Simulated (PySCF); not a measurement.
CHO2 (SMILES O=C=[OH+]), charge +1, singlet, geometry from GFN2-xTB. Base run: PySCF with BLYP/def2-SVP.

The PySCF input:
```python
from pyscf import gto, scf, dft

mol = gto.Mole()
mol.atom = '''
    C    -0.00695796    0.00985104   -0.11037218
    O    -0.02341240   -0.02147629    1.07634088
    O     0.09771270   -0.03387449   -1.21876599
    H    -0.55265466    0.38369998    1.80163397
'''
mol.basis = 'def2-svp'
mol.charge = 1
mol.verbose = 4
mol.build()

mf = dft.RKS(mol)
mf.xc = 'blyp'
mf.kernel()
mf.analyze()
```

Variants of this job, named by their change:

| change | ΔE vs base (mEh) | fitting functions |
|---|---|---|
| base | 0.000 | - |
| auxbasis = def2-svp-ri | -13.173 | 158 |
| auxbasis = even-tempered beta=1.6 | -0.001 | 572 |
| auxbasis = cc-pvtz-jkfit | -0.045 | 267 |
| auxbasis = even-tempered beta=2.0 | -0.017 | 387 |
| auxbasis = cc-pvdz-jkfit | -0.075 | 233 |
| auxbasis = def2-tzvp-ri | -0.187 | 243 |
| auxbasis = default (with mf = mf.density_fit()) | -0.083 | 158 |
| auxbasis = even-tempered beta=3.0 | -0.262 | 267 |
| auxbasis = autoaux | -0.014 | 358 |

A fitting set is made for a task (jfit for Coulomb, jkfit for Coulomb and exchange, ri for correlation) and for a family of orbital bases.
